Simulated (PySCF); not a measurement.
C2H8O2Si, SMILES C[Si@H](O)CO.

Coordinates come from a ωB97X-D3(BJ)/def2-SVP optimisation. The structure was generated by enumeration; whether it is a known compound was not checked. The values are those of a single conformer.

Vertical ionisation energy (IE) and electron affinity (EA) in eV. Rows of orbital energies are one-electron estimates. Where ΔSCF, EOM or ADC give a negative EA the extra electron is unbound and the value depends on the basis.

```
level                                          IE    EA
-------------------------------------------  ----  ----
−ε(HOMO), −ε(LUMO), ωB97X/def2-TZVP (PySCF)     ?     ?
−ε(HOMO), −ε(LUMO), PBE/def2-TZVP (PySCF)    5.73  0.51
```

Question: What belongs in the gaps? (Estimate from the structure and the level; the computed values follow.)

Answer: 
- −ε(HOMO), −ε(LUMO), ωB97X/def2-TZVP (PySCF), IE: 9.72
- −ε(HOMO), −ε(LUMO), ωB97X/def2-TZVP (PySCF), EA: -2.44
